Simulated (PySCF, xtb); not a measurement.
CH6ClNSi, SMILES C[SiH](N)Cl.

GFN2-xTB run with xtb 6.7.1 at its own geometry gives an orbital gap of 6.37 eV and a dipole moment of 3.11 D.

Geometry optimised at B3LYP-D3(BJ)/def2-SVP. Other conformers were not sampled.

**Question.** What does PBE/def2-TZVP (PySCF) give? (Estimate from the structure and the level; the computed values follow.)

**Answer.** gap 6.27 eV (levels -6.39 and -0.12 eV), dipole 1.98 D.
